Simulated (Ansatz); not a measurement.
C3H7GeN can be A, `C[CH]([GeH3])C#N`, or B, `[CH3][GeH]([CH3])[C]#N`.

Gas-phase electronic energies from Ansatz, PBE0-D4/def2-TZVP geometries. CCSD(T)/CBS adds triple-zeta CCSD(T) − MP2 to the extrapolated MP2 energy (def2 sets, frozen cores). DFT in def2-TZVPP. B3LYP here is the variant with VWN-RPA as its local correlation; programs differ in this. For Ge outer-core shells are correlated without core-valence functions, which leaves a few kJ/mol of doubt a bond. Scalar relativity is left out up to krypton.

Q: Which is lower in electronic energy at CCSD(T)/CBS, and by how much? (Best estimate.)

A: The calculation gave: B, by 19.7 kcal/mol.

Q: Give E(B) − E(A) in kcal/mol with B3LYP, CCSD/def2-TZVPP, ωB97M-V, PBE-D4, B2PLYP, MP2/def2-TZVPP, B3LYP-D4. (An estimate is asked.)

A: Computed: B3LYP -18.8, CCSD/def2-TZVPP -20.8, ωB97M-V -19.4, PBE-D4 -16.9, B2PLYP -19.9, MP2/def2-TZVPP -21.2, B3LYP-D4 -18.1. None reverses the order clearly.

Largest T1 diagnostic: 0.012.
